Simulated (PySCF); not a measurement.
Geometry:
| atom | x (Å) | y (Å) | z (Å) |
| --- | --- | --- | --- |
| Si1 | 0.120 | 1.622 | -0.385 |
| Cl2 | 1.989 | 1.697 | -1.195 |
| Cl3 | -1.195 | 0.980 | -1.805 |
| Cl4 | -0.409 | 3.488 | 0.234 |
| S5 | 0.073 | 0.409 | 1.367 |
| Si6 | -0.081 | -1.571 | 0.593 |
| Cl7 | 0.536 | -2.786 | 2.109 |
| Cl8 | -1.999 | -2.049 | 0.101 |
| Cl9 | 1.101 | -1.860 | -1.045 |

Geometry: PBE0-D3(BJ)/def2-SVP; GIAO shifts from PySCF, gas phase, non-relativistic, averaged over equivalent atoms.

At PBE0/pcSseg-1 (216 basis functions, 2.6 min wall time on 1 thread of an Intel Xeon, shared host):
```
                  atoms  δ (ppm)
                Si1/Si6     27.1
Cl2/Cl3/Cl4/Cl7/Cl8/Cl9    203.4
                     S5    -12.7
```

Shifts are taken against calculated references (same method and geometry level): TMS for $^{29}$Si (σref 351.99); $^{35}$Cl (σref 943.27) against HCl; $^{33}$S (σref 495.66) against CS2.

Predict the values at wB97X-D/pcSseg-1 on the same geometry.

Answers


```
                  atoms  δ at wB97X-D/pcSseg-1  change
                Si1/Si6                   31.8    +4.7
Cl2/Cl3/Cl4/Cl7/Cl8/Cl9                  191.8   -11.6
                     S5                  -20.0    -7.3
```

Referencing at the same level of theory: $^{29}$Si (σ = 352.93 ppm) against TMS; HCl for $^{35}$Cl (σ = 939.37 ppm); CS2 for $^{33}$S (σ = 493.71 ppm).

The largest change is at Cl2/Cl3/Cl4/Cl7/Cl8/Cl9 (chlorine bonded to Si). Cost: 216 basis functions, 2.7 min wall time on 1 thread of an Intel Xeon, shared host.

The averaged Cl atoms aren't alike in the static structure (σ from 729 to 755 ppm); the average presumes fast exchange among these sites.
